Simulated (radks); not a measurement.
The platinum ion Pt+, configuration [Xe] 4f14 5d9.

Method: non-relativistic Kohn-Sham, PBE, spin-polarised, spherical densities, point nucleus; open shells are filled with parallel spins first (spin-orbit coupling, left out, can overturn this in heavy ions); relativity is left out, which matters for an element this heavy; computed with a radial shooting solver on a logarithmic mesh with Libxc functionals.

Energy parts (eV):
| part | energy |
|---|---|
| total | -471696.73 |
| kinetic | 471580.55 |
| electron-nucleus | -1122952.49 |
| Hartree | 188779.16 |
| exchange-correlation | -9103.95 |

Orbitals (lengths in bohr, moments of r in powers of bohr; r(90%) holds 90 % of the orbital's charge):
orbital  occ.  eigenvalue (eV)      <r^2>  r(90%)
1s up       1        -71163.99  0.0005035  0.0345
1s down     1        -71163.99  0.0005035  0.0345
2s up       1        -11847.08   0.007843   0.125
2s down     1        -11847.01   0.007843   0.125
2p up       3        -11383.55   0.005789   0.112
2p down     3        -11383.49   0.005789   0.112
3s up       1        -2764.776    0.04868   0.301
3s down     1        -2764.747    0.04868   0.301
3p up       3        -2546.991    0.04486   0.293
3p down     3        -2546.962    0.04486   0.293
3d up       5        -2140.776    0.03463   0.266
3d down     5        -2140.728    0.03463   0.266
4s up       1        -583.0772     0.2346   0.653
4s down     1        -583.0225     0.2346   0.653
4p up       3        -489.6995     0.2412   0.667
4p down     3        -489.6410     0.2412   0.667
4d up       5        -318.3302     0.2557   0.701
4d down     5        -318.2590     0.2556   0.701
4f up       7         -89.8103     0.3072   0.808
4f down     7         -89.7116     0.3067   0.807
5s up       1         -87.9190      1.248    1.51
5s down     1         -87.3784      1.246    1.51
5p up       3         -58.9532      1.503    1.68
5p down     3         -58.3665      1.501    1.68
5d up       5         -15.0673      3.090    2.52
5d down     4         -14.4607      3.133    2.54

The highest occupied level is 5d down at -14.461 eV. Summed over all electrons, <r^2> = 49.03 bohr^2, which gives a Langevin (diamagnetic) susceptibility term of -38.8 x 10^-6 cm^3/mol. Virial ratio -V/T = 2.00025. For comparison, the ionisation energy in NIST's Atomic Spectra Database is 18.6 eV (measured). In exact Kohn-Sham theory the highest level is minus the ionisation energy, but local and semilocal functionals leave it too shallow, through self-interaction and a potential that decays too fast; potentials with the right tail come closer.

Run on one thread of a shared host, so times are rough (Intel(R) Xeon(R) Platinum 8375C CPU @ 2.90GHz): 0.22 s of CPU time, 0.23 s wall, 15 iterations on 2602 mesh points.
